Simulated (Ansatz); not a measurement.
H3NSi (SMILES [N][SiH3]): geometry of the low-spin state from B3LYP-D3(BJ)/def2-TZVP.
(charge 0, multiplicity 1):
```xyz
5

N      1.31272    -0.00780    -0.14857
Si    -0.45649     0.00271     0.05166
H     -0.93372     1.40725     0.02319
H     -0.79531    -0.62432     1.35294
H     -1.06918    -0.76629    -1.05943
```

The values were computed with Ansatz (Gaussian basis) for Hartree–Fock, density functionals and correlated methods. Each number belongs to the level named beside it.

Broken-symmetry (BS) and triplet (T) solutions at this geometry:

```json
[
 {"level": "U-PBE/def2-TZVPP", "E(BS) (hartree)": "-345.713718", "⟨S²⟩ BS": "1.004", "E(T) (hartree)": "-345.730863", "⟨S²⟩ T": "2.006"},
 {"level": "U-B3LYP/def2-TZVPP", "E(BS) (hartree)": "-345.966308", "⟨S²⟩ BS": "1.004", "E(T) (hartree)": "-345.983890", "⟨S²⟩ T": "2.007"},
 {"level": "U-PBE0/def2-TZVPP", "E(BS) (hartree)": "-345.748079", "⟨S²⟩ BS": "1.006", "E(T) (hartree)": "-345.767255", "⟨S²⟩ T": "2.007"},
 {"level": "U-wB97X-V/def2-TZVPP", "E(BS) (hartree)": "-345.870183", "⟨S²⟩ BS": "1.004", "E(T) (hartree)": "-345.889718", "⟨S²⟩ T": "2.007"}
]
```

Give the raw gap E(BS) − E(T) and the gap after approximate spin projection, (E_BS − E_T)⟨S²⟩_T/(⟨S²⟩_T − ⟨S²⟩_BS).


- U-PBE/def2-TZVPP: raw 10.8, projected 21.5 kcal/mol
- U-B3LYP/def2-TZVPP: raw 11.0, projected 22.1 kcal/mol
- U-PBE0/def2-TZVPP: raw 12.0, projected 24.1 kcal/mol
- U-wB97X-V/def2-TZVPP: raw 12.3, projected 24.5 kcal/mol
The rule takes the triplet as the only contaminant. For comparison FIC-MRCISD+Q on SA-CASSCF(2,2)/cc-pV(T+d)Z gives 33.6 kcal/mol at this geometry.

Ansatz is a quantum-chemistry and plane-wave program.
